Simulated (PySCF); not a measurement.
Structure with atom numbers: `[CH2:1]=[C:2]([Br:3])/[C:4]([CH3:5])=[CH:6]/[CH2:7][F:8]` (H(Xn): hydrogen on atom n). Ha(C1) is cis to Br3; Hb(C1) is trans to Br3.

- coordinates at the PBE0-D3(BJ)/def2-SVP level
- GIAO PBE0/pcSseg-1 shieldings
- run in PySCF 2.14
- no solvent, rapidly exchanging positions averaged, one computed conformer, non-relativistic

References, each an isolated molecule treated in the same way: $^{13}$C (σ = 184.41 ppm) against TMS.

Task: Do the $^{13}$C shifts follow the atomic charges (in e)? Tabulate both.

Result: 
```tsv
atoms	hybridisation	δ (ppm)	σ para (ppm)	Hirshfeld	IAO	Mulliken	ESP-fitted
C2	sp2	152.2	-220	+0.00	-0.05	-0.22	-0.34
C6	sp2	144.6	-213	-0.06	-0.16	-0.17	-0.27
C4	sp2	134.6	-210	-0.01	-0.01	-0.26	+0.32
C1	sp2	122.3	-191	-0.11	-0.32	-0.03	-0.17
C7	sp3	83.5	-144	+0.03	+0.04	+0.24	+0.18
C5	sp3	15.8	-79	-0.11	-0.42	-0.18	-0.42
```

Correlation coefficients of δ with charge over these carbons: Hirshfeld +0.39, IAO +0.54, Mulliken -0.25, ESP-fitted +0.21; with the paramagnetic shielding -1.00. Among the 4 sp2 carbons alone: Hirshfeld +0.75, IAO +0.66, Mulliken -0.67, ESP-fitted -0.41. With so few points, grouped by hybridisation, these coefficients are fragile. Charge is one influence among several: hybridisation and low-lying excitations act through the paramagnetic term.

The calculation has no spin–orbit term, so carbons bonded to Br come out too deshielded (the heavy-atom effect is absent). Shifts are as computed. Against solution values, carbons near 30 ppm lie about +2 ppm off and those near 130 ppm about +5 ppm; carbons on Br a further +13 ppm. Of 1211 compounds with measured shifts, 218 miss one by over three times the rms of a fit or turn the order of signals round; such compounds aren't used in these exercises.
